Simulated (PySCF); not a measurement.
Predicted microwave data (PBE0-D3(BJ)/def2-SVP geometry optimisation, gas phase in PySCF) for one isomer of C4H3BF2O:

- Rotational constants: A = 4870, B = 760.2, C = 742.5 MHz
- Dipole components: |μa| = 2.49 D, |μb| = 1.98 D, |μc| = 1.09 D
- Inertial defect: -87.85 u·Å²
- κ: -0.99

**Question.** Which candidate fits, each taken in the one conformer that was computed?
A. `FB(F)/C=C1\C=CO1`
B. `[CH2:1]=[C:2]=[C:3]([CH:4]=[O:5])[B:6]([F:7])[F:8]` with C2–C3–C4–O5 -1°
C. `[O:1]=[CH:2][C:3]#[C:4][CH2:5][B:6]([F:7])[F:8]` with C4–C5–B6–F7 90°

**Answer.** C. It is O=CC#CCB(F)F, a near-prolate asymmetric top, point group C1. The candidates at the same level (rigid rotor, commonest isotopes):

| SMILES | A (MHz) | B (MHz) | C (MHz) | μa (D) | μb (D) | μc (D) | Δ (u·Å²) | point group | rotor |
| --- | --- | --- | --- | --- | --- | --- | --- | --- | --- |
| O=CC#CCB(F)F | 4870 | 760.2 | 742.5 | 2.49 | 1.98 | 1.09 | -87.85 | C1 | near-prolate asymmetric top |
| FB(F)/C=C1\C=CO1 | 5910 | 1162 | 971.4 | 2.10 | 0.72 | 0.00 | 0.00 | Cs | near-prolate asymmetric top |
| C=C=C(C=O)B(F)F | 2545 | 1648 | 1008 | 0.25 | 1.99 | 0.04 | -3.99 | near Cs | asymmetric top |

`FB(F)/C=C1\C=CO1` has B 53 % too high; `C=C=C(C=O)B(F)F` has B 117 % too high. No structure here is proved a minimum.
